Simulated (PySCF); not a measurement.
**Unknowns**

PySCF calculation with geometry: GFN2-xTB, PBE0/pcSseg-1 with gauge-including orbitals and J: B3LYP/pcJ-1 (spin–dipole term left out of most H,H and C,H couplings); a single conformation, relativity neglected, rapidly exchanging positions averaged, no solvent model.

Chemical shifts δ = σref − σ; $^{1}$H (σref 31.72), $^{13}$C (σref 186.93) against TMS, all at this level. Multiplet labels drop J under 1 Hz and among equivalent protons, and merge close values. Unscaled 3J(H,H) run several per cent high. Splittings of carbon signals by F and P are missing where no couplings were computed. Where no couplings were computed, multiplicities follow the n + 1 count of equivalent neighbours, and m marks all less simple cases (inequivalent or close neighbours, rings, F or P nearby). Shifts are as computed. Against solution values, carbons near 30 ppm lie about +3 ppm off and those near 130 ppm about +5 ppm. Of 1211 compounds with measured shifts, 218 miss one by over three times the rms of a fit or turn the order of signals round; such compounds aren't used in these exercises. OH and NH positions are gas-phase values without hydrogen bonding to other molecules.

Q: C₇H₁₂NP. $^{1}$H NMR (400 MHz, computed): δ 7.24 (m, 1H), 7.03 (m, 1H), 3.84 (s, 3H), 2.91 (m, 1H), 1.46 (d, 6H). $^{13}$C{$^{1}$H} NMR (computed): δ 188.6 (C), 134.0 (CH), 132.7 (CH), 37.0 (CH3), 33.5 (CH), 32.5 (CH3). What is it?

A: `CC(C)c1pccn1C`. 6 carbon signals for 7 carbons: some carbons are equivalent by symmetry or fast rotation. Carbon types of the structure: 1 × C, 3 × CH, 3 × CH3, which accounts for all hydrogens. δC 188.6: substituted aromatic carbon next to a ring nitrogen. δC 134.0: aromatic CH; the aromatic region. δC 132.7: aromatic CH next to a ring nitrogen. δH 2.91: hydrogen on an sp3 CH on an aromatic ring; benzylic-type position, deshielded by the ring.

The shifts were computed for this structure.

Q: C₅H₁₀N₂. $^{1}$H NMR (300 MHz, computed): δ 6.43 (dd, J = 15.7, 10.0 Hz, 1H), 6.32 (ddt, J = 17.8, 11.4, 7.4 Hz, 1H), 5.36 (dt, J = 17.8, 1.5 Hz, 1H), 5.29 (dt, J = 11.4, 1.3 Hz, 1H), 3.92 (dd, J = 10.0, 2.7 Hz, 1H), 3.81 (dt, J = 7.4, 1.4 Hz, 2H), 3.66 (dd, J = 15.7, 2.7 Hz, 1H), 3.14 (br s, 2H). $^{13}$C{$^{1}$H} NMR (computed): δ 149.2 (CH), 145.2 (CH), 121.8 (CH2), 83.0 (CH2), 66.6 (CH2). What is it?

A: `InChI=1S/C5H10N2/c1-3-5-7(6)4-2/h3-4H,1-2,5-6H2`. The formula gives 2 degrees of unsaturation (no ring in the answer). 5 carbon signals for 5 carbons: no two carbons are equivalent. Carbon types of the structure: 2 × CH, 3 × CH2, leaving 2 H on heteroatoms. δC 149.2: alkene carbon bearing nitrogen; an sp2 carbon further deshielded by the attached heteroatom. δC 145.2: alkene CH; the olefinic region. δC 121.8: terminal =CH2 carbon; as expected for a trigonal carbon in a double bond. δC 83.0: β carbon of an enol-ether or enamine type C=C; the O or N lone pair pushes π density onto this β carbon and shields it. The protons at 5.36 and 6.32 share a coupling of 17.8 Hz (vicinal, trans across C=C). The protons at 6.43 and 3.66 share a coupling of 15.7 Hz (vicinal, trans across C=C). The protons at 5.29 and 6.32 share a coupling of 11.4 Hz (vicinal, cis across C=C). The protons at 6.43 and 3.92 share a coupling of 10.0 Hz (vicinal, cis across C=C).

The data come from this structure; uniqueness wasn't tested.

Q: C₅H₁₀N₂. $^{1}$H NMR (400 MHz, computed): δ 5.66 (t, 1H), 3.88 (m, 2H), 3.62 (s, 2H), 3.40 (s, 2H), 0.96 (br s, 1H), 0.84 (br s, 2H). $^{13}$C{$^{1}$H} NMR (computed): δ 160.6, 127.5, 60.0, 59.6, 46.9. Identify the compound.

A: SMILES C1(CN)=CCNC1. The formula gives 2 degrees of unsaturation (1 ring in the answer). 5 carbon signals for 5 carbons: no two carbons are equivalent. Carbon types of the structure: 1 × C, 1 × CH, 3 × CH2, leaving 3 H on heteroatoms. δC 160.6: fully substituted alkene carbon; as expected for a trigonal carbon in a double bond. δC 127.5: alkene CH; the olefinic region. δC 60.0, 59.6, 46.9: allylic sp3 CH2 bonded to N; pulled downfield by the heteroatom. δH 5.66: hydrogen on an alkene CH; olefinic region.

The data come from this structure; uniqueness wasn't tested.
